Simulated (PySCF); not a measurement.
Numbering as in the mapped SMILES `[CH3:1][CH:2]1[CH2:3][C:4](=[CH:5][O:6][CH:7]([CH3:8])[CH3:9])[CH2:10]1`. Hydrogens are named by the atom that carries them. Ha(C3), Ha(C10) are cis to C1 on the ring; Hb(C3), Hb(C10) are trans to C1 on the ring.

- GFN2-xTB geometry
- shielding tensors at PBE0/pcSseg-1 (GIAO)
- code: PySCF 2.14.0 with density-fitted response routines
- isolated molecule, a single conformation, non-relativistic Hamiltonian, rapidly exchanging positions averaged

δ = σ(ref) − σ, references computed at the same level: ¹³C (σ = 186.93 ppm) against TMS.

Task: Do the ¹³C shifts follow the atomic charges (in e)? Tabulate both.

Result: 
```
atoms  hybridisation  δ (ppm)  σ para (ppm)  Hirshfeld    IAO  Mulliken  ESP-fitted
   C5            sp2    147.3          -216      +0.00  +0.01     +0.24       -0.33
   C4            sp2    116.5          -189      -0.03  -0.05     -0.39       +0.29
   C7            sp3     76.9          -131      +0.06  +0.11     -0.09       +0.58
  C10            sp3     35.1           -94      -0.08  -0.28     -0.03       -0.50
   C3            sp3     35.0           -98      -0.08  -0.28     -0.03       -0.47
   C2            sp3     26.6           -98      -0.02  -0.09     -0.39       +0.44
C8/C9            sp3     25.0           -86      -0.13  -0.43     -0.22       -0.63
   C1            sp3     24.8           -83      -0.12  -0.42     -0.20       -0.61
```

Correlation coefficients of δ with charge over these carbons: Hirshfeld +0.60, IAO +0.72, Mulliken +0.40, ESP-fitted +0.31; with the paramagnetic shielding -0.99. Among the 6 sp3 carbons alone: Hirshfeld +0.83, IAO +0.82, Mulliken +0.43, ESP-fitted +0.64. With so few points, grouped by hybridisation, these coefficients are fragile. Charge is one influence among several: hybridisation and low-lying excitations act through the paramagnetic term.

Shifts are as computed. Against solution values, carbons near 30 ppm lie about +3 ppm off and those near 130 ppm about +5 ppm. Of 1211 compounds with measured shifts, 218 miss one by over three times the rms of a fit or turn the order of signals round; such compounds aren't used in these exercises.
